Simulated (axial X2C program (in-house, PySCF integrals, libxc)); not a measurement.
# TeF⁻ along the bond: HF, spin-free

Calculated with an axial X2C code built on PySCF integrals. Spin-free means the one-electron spin-free X2C Hamiltonian. Basis: Te dyall-acv3z [12s13p9d5f1g], F dyall-av3z [7s6p3d2f] (cores contracted in-house); Gaussian nuclei, density fitting, unrestricted open shells. Masses: Te 129.906 u, F 18.998 u.

State: M_S = 0, Λ = 0 (closed shell). Dipoles are positive if F is the positive end and refer to the centre of mass.

```csv
R (Å),μ (D),HOMO (eV),LUMO (eV)
1.750,0.127,-2.12,4.51
1.831,-0.466,-2.28,4.49
1.891,-0.910,-2.40,4.46
1.952,-1.353,-2.51,4.43
2.012,-1.796,-2.63,4.40
2.082,-2.312,-2.76,4.36
2.153,-2.828,-2.90,4.31
2.243,-3.491,-3.07,4.23
2.354,-4.301,-3.27,4.11
2.515,-5.479,-3.57,3.89
```

Question: The minimum lies at 1.964 Å. What is the dipole moment there?

Answer: At HF, spin-free, with the sign and origin stated: μ = -1.45 D.

The state is one determinant whose occupation by symmetry is held fixed; it was picked as the lowest of a PBE0 search that is not exhaustive. The closed shell is kept restricted, so the energy runs too high when the bond is stretched far. The LUMO of an anion is an unbound level whose energy the basis sets.
